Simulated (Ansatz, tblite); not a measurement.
Spin states of Na₄Li, each relaxed with PBE/def2-TZVP in Ansatz. Electronic energies in the gas phase.

The xTB rows come from tblite. B3LYP takes the VWN-RPA correlation. Correlated methods freeze 4 core orbitals; core or outer-core shells of Li, Na are correlated, in sets that lack core-valence functions. The structure comes from a short search, and lower isomers may exist.

Doublet geometry (C2v within 0.1 Å):

```xyz
5

Li    0.5704    0.0138    0.6315
Na    3.2415    0.1251   -1.0859
Na    0.1388    0.0429   -2.5346
Na   -1.4207   -0.1141    3.1169
Na   -2.5301   -0.0677   -0.1280
```

Quartet geometry (C2v within 0.1 Å):

Cartesian coordinates in Å:
```
Li -0.821 -1.630 0.425
Na 1.583 -1.308 -1.675
Na 1.698 0.597 1.168
Na -0.833 1.138 -1.623
Na -1.627 1.203 1.705
```

⟨S²⟩: doublet 0.80 at PBE0/def2-TZVP (pure 0.75), quartet 3.77 at PBE0/def2-TZVP (pure 3.75).

Run but left out: HF/6-31G, HF/def2-TZVP, HF/def2-TZVPP, MP2/def2-TZVP, MP2/def2-TZVPP, CCSD/def2-TZVPP, CCSD(T)/def2-TZVPP (doublet: ⟨S²⟩ 1.23 to 1.42, where a pure state has 0.75).

Only these spin states were relaxed. The quartet has other bonds than the doublet, so the gap mixes isomer and spin.

| level | quartet − doublet (kcal/mol) | lowest of these | remarks |
| --- | --- | --- | --- |
| GFN2-xTB | 19.6 | doublet | – |
| PBE/def2-TZVP | 9.1 | doublet | – |
| B97M-V/def2-TZVP | 7.4 | doublet | – |
| B3LYP/6-31G | 15.2 | doublet | – |
| PBE0/def2-TZVP | 8.3 | doublet | – |
| CAM-B3LYP/def2-TZVP | 15.5 | doublet | – |
| B2PLYP/def2-TZVP | 12.8 | doublet | spin-contaminated (⟨S²⟩ 0.83) (doublet) |
| RPA@PBE/def2-TZVP | 8.8 | doublet | – |

Change of the quartet − doublet gap on mixing in exact exchange, in kcal/mol: PBE to PBE0 (25 % exact exchange) -0.8.

The xTB methods have no spin-polarisation term.
